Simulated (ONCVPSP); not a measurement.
# Before and after: ONCV potential for selenium

| Item | Value |
| --- | --- |
| Element | Se |
| Generator | ONCVPSP 4.0.1 |
| Type | optimised norm-conserving Vanderbilt (ONCV) |
| Functional | PBEsol |
| Relativity | scalar-relativistic |
| Frozen core | [Ne] |
| Valence charge | 24 |
| Reference configuration | 3s2 3p6 3d10 4s2 4p2 (charge +2) |
| Partial waves | 3s+4s: rc 1.10 bohr, ncon 3, nbas 7, qcut 10.6 1/bohr, 2 projectors; 3p+4p: rc 1.00 bohr, ncon 4, nbas 7, qcut 13.6 1/bohr, 2 projectors; 3d: rc 0.90 bohr, ncon 4, nbas 8, qcut 17.5 1/bohr, 1 projector; f scattering state at 0.33 Ha: rc 1.00 bohr, ncon 4, nbas 7, qcut 11.5 1/bohr, 3 projectors, debl 1.4 Ha |
| Local potential | polynomial inside 0.60 bohr (lpopt 3, dvloc0 6 Ha) |
| Core correction | Teter function, fcfact 2.5, rcfact 1.75 |

Change: all radii but the core radius scaled by about 1.06 (s 1.18, p 1.06, d 0.96, f 1.06 bohr); local potential polynomial inside 0.64 bohr (lpopt 3, dvloc0 6 Ha).

Cutoffs: the cutoffs (Ha) at which the residual kinetic energy of the hardest occupied pseudo-wave falls to 1 and 0.1 mHa per electron; they do not see the model core or the augmentation charge, which bear on the density cutoff. Errors are all-electron minus pseudo energies relative to the spin-unpolarised reference configuration.

Question: How do hardness, ghosts and transferability respond?

Answer: The potential gets neither clearly harder nor softer (127 Ha and 139 Ha → 120 Ha and 133 Ha); the bound ghost in f disappears; the lowest positive-energy flag moves from none to f at 41.6 eV; of the 4 tests that both files solve, the error grows in 4 and shrinks in 0 by more than 15 % and 0.3 meV (median size 3.0 → 3.6 meV). More of the atom is replaced by a form fitted at one configuration, so other configurations suffer.

```csv
quantity,base,changed
"cutoff, loose",127 Ha,120 Ha
"cutoff, tight",139 Ha,133 Ha
loose cutoff by channel,"s 27 Ha, p 68 Ha, d 127 Ha","s 27 Ha, p 67 Ha, d 120 Ha"
bound ghosts,f,none
GHOST(+) flags under 300 eV,none,f at 41.6 eV
"error for 3s2 3p6 3d10 4s2 4p4, meV [ΔE -31.22 eV]",+3.0,+3.6
"error for 3s2 3p6 3d10 4s2 4p3, meV [ΔE -20.37 eV]",+2.0,+2.4
"error for 3s2 3p6 3d10 4s2 4p1, meV [ΔE 30.90 eV]",-3.1,-3.6
"error for 3s2 3p6 3d9 4s2 4p4, meV [ΔE 32.87 eV]",+82,+106
"rms error of d²Exc/dni dnj with the model core, mHa",1.74,1.74
```

 A true bound ghost makes a file unfit for plane-wave use even where its test errors are small: the radial tests pick states by their node count and pass the ghost by.
